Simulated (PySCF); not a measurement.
Ge(H)3(PH2) (GeH5P), SMILES [PH2][GeH3]. The structure is a stationary point at B3LYP-D3(BJ)/def2-TZVP.

PySCF with TDA-CAM-B3LYP/def2-SVPD puts the lowest singlet excitations at 6.56, 6.69, 6.76, 7.64, 7.66, 7.91 eV.

**Question.** What are the lowest excitation roots from ADC(2)/aug-cc-pVDZ run with PySCF 2.14.0? (Estimate from the structure and the level; the computed values follow.)

**Answer.** 6.32, 6.72, 6.86, 7.52, 7.70, 7.83 eV. S1 differs by -0.24 eV (second minus first; roots are paired by order, and the bases may differ).
